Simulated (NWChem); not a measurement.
System: MnF2, sextet; SMILES [Mn]([F])[F]

NWChem input:

```
start job
memory heap 200 mb stack 900 mb global 1100 mb
geometry units angstroms noautoz
  Mn     0.000000     0.000000    -0.023111
  F      1.773238     0.000000    -0.023230
  F     -1.773238     0.000000    -0.023230
end
basis spherical
  * library 6-31g*
end
dft
  odft
  mult 6
  xc bhlyp
  iterations 150
  mulliken
end
task dft energy
```

NWChem printed, in part:

```
             Northwest Computational Chemistry Package (NWChem) 7.3.0
             --------------------------------------------------------

 ORDER OF PRIMARY AXIS IS BEING SET TO 4
 D4H symmetry detected

                             Geometry "geometry" -> ""
                             -------------------------

 Output coordinates in angstroms (scale by  1.889725989 to convert to a.u.)

  No.       Tag          Charge          X              Y              Z
 ---- ---------------- ---------- -------------- -------------- --------------
    1 Mn                  25.0000     0.00000000     0.00000000     0.00000000
    2 F                    9.0000     0.00000000     0.00000000     1.77323800
    3 F                    9.0000     0.00000000     0.00000000    -1.77323800

 Effective nuclear repulsion energy (a.u.)     146.3771025854

      Symmetry information
      --------------------

 Group name             D4h
 Group number             28
 Group order              16
 No. of unique centers     2

                                 NWChem DFT Module
                                 -----------------

 Summary of "ao basis" -> "ao basis" (spherical)
 ------------------------------------------------------------------------------
       Tag                 Description            Shells   Functions and Types
 ---------------- ------------------------------  ------  ---------------------
 Mn                          6-31g*                 12       34   5s4p2d1f
 F                           6-31g*                  6       14   3s2p1d

      Symmetry analysis of basis
      --------------------------

        a1g        13
        a1u         0
        a2g         0
        a2u        11
        b1g         3
        b1u         2
        b2g         3
        b2u         2
        eg         10
        eu         18

            General Information
            -------------------
          SCF calculation type: DFT
          Wavefunction type:  spin polarized.
          No. of atoms     :     3
          No. of electrons :    43
           Alpha electrons :    24
            Beta electrons :    19
          Charge           :     0
          Spin multiplicity:     6
          Use of symmetry is: on ; symmetry adaption is: on
          Maximum number of iterations: 150
          AO basis - number of functions:    62
                     number of shells:    24
          Convergence on energy requested:  1.00D-06
          Convergence on density requested:  1.00D-05
          Convergence on gradient requested:  5.00D-04

              XC Information
              --------------
                        BHLYP Method XC Functional
                     Hartree-Fock (Exact) Exchange  0.500
                        Slater Exchange Functional  0.500 local
                    Becke 1988 Exchange Functional  0.500 non-local
              Lee-Yang-Parr Correlation Functional  1.000

             Grid Information
             ----------------
          Grid used for XC integration:  medium
          Radial quadrature: Mura-Knowles
          Angular quadrature: Lebedev.
          Tag              B.-S. Rad. Rad. Pts. Rad. Cut. Ang. Pts.
          ---              ---------- --------- --------- ---------
          Mn                  1.40      112           8.0       590
          F                   0.50       49           8.0       434
          Grid pruning is: on
          Number of quadrature shells:   161
          Spatial weights used:  Erf1

      Superposition of Atomic Density Guess
      -------------------------------------

 Sum of atomic energies:       -1348.24035518

      Non-variational initial energy
      ------------------------------

 Total energy =   -1347.144185
 1-e energy   =   -2154.918219
 2-e energy   =     661.396932
 HOMO         =      -0.139896
 LUMO         =      -0.127501

   Symmetry analysis of molecular orbitals - initial alpha
   -------------------------------------------------------

 !! scf_movecs_sym_adapt:   10 vectors were symmetry contaminated

  Symmetry fudging

 !! scf_movecs_sym_adapt:   10 vectors were symmetry contaminated

  Numbering of irreducible representations:

     1 a1g         2 a1u         3 a2g         4 a2u         5 b1g
     6 b1u         7 b2g         8 b2u         9 eg         10 eu

  Orbital symmetries:

     1 a1g         2 a1g         3 a1g         4 a2u         5 a2u
     6 eu          7 eu          8 a1g         9 a2u        10 eu
    11 eu         12 a1g        13 a2u        14 a1g        15 eg
    16 eg         17 a2u        18 eu         19 eu         20 a1g
    21 b1g        22 b2g        23 eg         24 eg         25 a1g
    26 eu         27 eu         28 a2u        29 a1g        30 eu
    31 eu         32 a2u        33 eg         34 eg

   Symmetry analysis of molecular orbitals - initial beta
   ------------------------------------------------------

 !! scf_movecs_sym_adapt:   10 vectors were symmetry contaminated

  Symmetry fudging

 !! scf_movecs_sym_adapt:   10 vectors were symmetry contaminated

  Numbering of irreducible representations:

     1 a1g         2 a1u         3 a2g         4 a2u         5 b1g
     6 b1u         7 b2g         8 b2u         9 eg         10 eu

  Orbital symmetries:

     1 a1g         2 a1g         3 a1g         4 a2u         5 a2u
     6 eu          7 eu          8 a1g         9 a2u        10 eu
    11 eu         12 a1g        13 a2u        14 a1g        15 eg
    16 eg         17 a2u        18 eu         19 eu         20 a1g
    21 b1g        22 b2g        23 eg         24 eg         25 a1g
    26 eu         27 eu         28 a2u        29 a1g        30 eu
    31 eu         32 a2u        33 eg         34 eg

     ---------------------------------------------
      Total Density - Mulliken Population Analysis
     ---------------------------------------------

    Atom       Charge   Shell Charges
 -----------   ------   -------------------------------------------------------
    1 Mn  25    23.45   2.00  2.00  6.00  2.00  6.00  0.43  0.07  0.36  0.03  2.68  1.87  0.01
    2 F    9     9.78   2.00  0.96  3.54  1.01  2.26  0.01
    3 F    9     9.78   2.00  0.96  3.54  1.01  2.26  0.01

     --------------------------------------------
      Spin Density - Mulliken Population Analysis
     --------------------------------------------

    Atom       Charge   Shell Charges
 -----------   ------   -------------------------------------------------------
    1 Mn  25     4.93   0.00  0.00  0.00 -0.00  0.00  0.33  0.00  0.35  0.00  2.57  1.68 -0.00
    2 F    9     0.04   0.00  0.00  0.03 -0.00  0.00  0.00
    3 F    9     0.04   0.00  0.00  0.03 -0.00  0.00  0.00

   convergence    iter        energy       DeltaE   RMS-Dens  Diis-err
 ---------------- ----- ----------------- --------- --------- ---------
 d= 0,ls=0.0,diis     1  -1350.2755835333 -1.50D+03  1.74D-02  9.73D-01
                                                     1.53D-02  3.16D-01
 d= 0,ls=0.0,diis     2  -1349.3501932905  9.25D-01  7.88D-03  3.29D+00
                                                     1.23D-02  3.91D+00
 d= 0,ls=0.0,diis     3  -1350.5459072683 -1.20D+00  2.02D-03  4.22D-03
                                                     1.32D-03  7.44D-03
 d= 0,ls=0.0,diis     4  -1350.5532731857 -7.37D-03  8.17D-04  1.59D-03
                                                     3.84D-04  2.12D-03
 d= 0,ls=0.0,diis     5  -1350.5548082960 -1.54D-03  7.29D-04  6.38D-04
                                                     3.59D-04  3.57D-04
  Resetting Diis
 d= 0,ls=0.0,diis     6  -1350.5554111143 -6.03D-04  1.79D-04  2.77D-05
                                                     3.97D-05  6.68D-06
 d= 0,ls=0.0,diis     7  -1350.5554301715 -1.91D-05  1.09D-05  3.94D-07
                                                     5.57D-06  1.42D-07
 d= 0,ls=0.0,diis     8  -1350.5554303209 -1.49D-07  4.01D-06  9.31D-08
                                                     2.53D-06  4.44D-08

         Total DFT energy =    -1350.555430320942
      One electron energy =    -2158.495196119960
           Coulomb energy =      734.802647847871
    Exchange-Corr. energy =      -73.239984634266
 Nuclear repulsion energy =      146.377102585413

 Numeric. integr. density =       43.000002966845

                  Occupations of the irreducible representations
                  ----------------------------------------------

                     irrep           alpha         beta
                     --------     --------     --------
                     a1g               7.0          6.0
                     a1u               0.0          0.0
                     a2g               0.0          0.0
                     a2u               5.0          5.0
                     b1g               1.0          0.0
                     b1u               0.0          0.0
                     b2g               1.0          0.0
                     b2u               0.0          0.0
                     eg                4.0          2.0
                     eu                6.0          6.0

                    DFT Final Alpha Molecular Orbital Analysis
                    ------------------------------------------

 Vector   22  Occ=1.000000D+00  E=-3.778207D-01  Symmetry=eg
              MO Center=  2.6D-17,  3.6D-17, -1.2D-14, r^2= 2.4D+00
   Bfn.  Coefficient  Atom+Function         Bfn.  Coefficient  Atom+Function
  ----- ------------  ---------------      ----- ------------  ---------------
    21      0.486653  1 Mn d  1              37      0.381702  2 F  px
    51     -0.381702  3 F  px                41      0.288352  2 F  px
    55     -0.288352  3 F  px                26      0.258402  1 Mn d  1
    19     -0.041270  1 Mn d -1              38      0.032370  2 F  py
    52     -0.032370  3 F  py

[...]
```

Level: BHandHLYP/6-31G* (spherical d), spin-unrestricted. Structure relaxed at the PBE-D3(BJ)/def2-SVP, spin-unrestricted level. No stability test was run on the SCF state.
